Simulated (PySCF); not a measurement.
# How the method changes the constants of BeSb⁻

State: ³Π (triplet), unpaired electrons σ ↑, π ↑. Set-up: Be def2-SVPD, Sb def2-SVPD with ECP28; scalar-relativistic core potentials (PySCF 2.14). De refers to Be + Sb⁻ in their high-spin ground configurations, without counterpoise correction. The functionals are run spin-unrestricted. A positive dipole points towards Sb; it is taken about the centre of mass and depends on that origin.

```
 Level  Re (Å)  ωe (cm⁻¹)  De (eV)  μ (D)
   PBE   2.292        534      n/a   4.61
revPBE   2.304        524      n/a   4.62
  PW91   2.289        536      n/a   4.56
r²SCAN   2.283        549      n/a   4.16
  PBE0   2.277        552      n/a   4.16
B2PLYP   2.290        543      n/a   3.77
```

The bond length runs from 2.277 Å (PBE0) to 2.304 Å (revPBE).

Correlated steps freeze 4 core orbitals. Spin–orbit coupling is left out, which matters for elements this heavy, above all for dissociation energies. The highest Kohn–Sham level is positive in this anion. Much of that is self-interaction error, but it also means that the finite basis helps to hold the extra electron. B2PLYP dipoles, levels and charges come from its SCF part alone. The state was picked by a PBE0 search and need not be the measured ground state.

The whole job (state search and all levels along the bond) took about 2 min on 1 thread of Oxide Virtual Turin-like (shared host), peak memory 0.52 GiB.
